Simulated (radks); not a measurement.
Q: All-electron atom: Tm III in [Xe] 4f13. Method: Dirac Kohn-Sham, PBEsol, spin-unpolarised, spherical densities, finite nucleus; open shells fill j = l - 1/2 first; Fermi nuclear charge, rms radius 5.2256 fm; computed with a radial shooting solver on a logarithmic mesh with Libxc functionals. Some entries of the table are withheld. Estimate them.

orbital,occ.,eigenvalue (hartree),<1/r> (bohr^-1)
1s1/2,2,-2175.349,79.04
2s1/2,2,-367.2655,19.05
2p1/2,2,-350.1695,(1)
2p3/2,4,-314.1705,(2)
3s1/2,2,-82.93498,6.976
3p1/2,2,-75.39668,(3)
3p3/2,4,-67.79630,(4)
3d3/2,4,-54.90542,6.113
3d5/2,6,-53.24368,5.951
4s1/2,2,-16.74883,2.920
4p1/2,2,-13.71650,2.811
4p3/2,4,-11.99877,2.578
4d3/2,4,-7.00433,2.356
4d5/2,6,-6.69193,2.298
5s1/2,2,-2.49541,1.085
5p1/2,2,-1.67584,0.9513
5p3/2,4,-1.46354,0.8701
4f5/2,6,(5),(6)
4f7/2,7,(7),(8)
6s1/2,0,-0.54640,0.3872
5d3/2,0,-0.49898,0.5399
5d5/2,0,-0.48527,0.5247
6p1/2,0,-0.39296,0.3207
6p3/2,0,-0.36814,0.3028

A: 
(1) 2p1/2 <1/r> (bohr^-1): 19.03
(2) 2p3/2 <1/r> (bohr^-1): 16.42
(3) 3p1/2 <1/r> (bohr^-1): 6.894
(4) 3p3/2 <1/r> (bohr^-1): 6.226
(5) 4f5/2 eigenvalue (hartree): -0.66890
(6) 4f5/2 <1/r> (bohr^-1): 1.708
(7) 4f7/2 eigenvalue (hartree): -0.62482
(8) 4f7/2 <1/r> (bohr^-1): 1.677
